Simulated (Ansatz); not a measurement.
`OB1CC1Cl` + H₂ → `ClC1BC1` + H₂O at 400 K and 1 bar (hydrogenolysis of a B–O bond).

Calculated with Ansatz (gas phase, PBE0-D4/def2-TZVP geometries, no zero-point term in ΔE). CBS: MP2 limit from def2 TZ/QZ plus the TZ coupled-cluster correction, frozen cores. This one scheme is used for every species. One conformer a species, not always the lowest.

```
   species  CCSD(T)/CBS energy (Eh)  H − E (kJ/mol)  S (J/(mol·K))
`OB1CC1Cl`               -638.25845           190.9          343.5
        H₂                 -1.17544            38.0          139.0
 `ClC1BC1`               -563.01451           167.0          318.0
       H₂O                -76.37941            69.8          198.6
```

H − E and S are ideal-gas, rigid-rotor, harmonic terms from PBE0-D4/def2-TZVP, for one conformer and one mirror image of each species. The MP2-based limit puts H₂ 0.8 mEh under its directly extrapolated value; such offsets cancel only in part. 1 Eh = 2625.50 kJ/mol, R = 8.31446 J/(mol·K).

By hand: ΔE, ΔH, ΔS and ΔG.

ΔE = (-563.01451) + (-76.37941) − (-638.25845) − (-1.17544) = 0.03997 Eh = 104.9 kJ/mol. Δ(H − E) = 167.0 + 69.8 − 190.9 − 38.0 = 7.9, so ΔH = 112.8 kJ/mol. ΔS = 318.0 + 198.6 − 343.5 − 139.0 = 34.1 J/(mol·K). ΔG = 112.8 − 400 × (34.1)/1000 = 99.2 kJ/mol.

By hand: the equilibrium constant, and the temperature at which ΔG would vanish if ΔH and ΔS stayed fixed.

log₁₀ K = −ΔG/(RT ln 10) = -13.0. ΔG = 0 at ΔH/ΔS = 3308 K, far beyond where these terms or the molecules hold.

ΔH outweighs TΔS. A doubt of 5 kJ/mol in ΔE shifts log₁₀ K by 0.7 here. Other conformers and mirror images would add mixing entropy, several J/(mol·K) or more a flexible species. These are equilibria of isolated gas molecules and say nothing of rates. Largest T1 diagnostic: 0.012 (customary marks: 0.02 for closed shells, 0.045 for open ones).
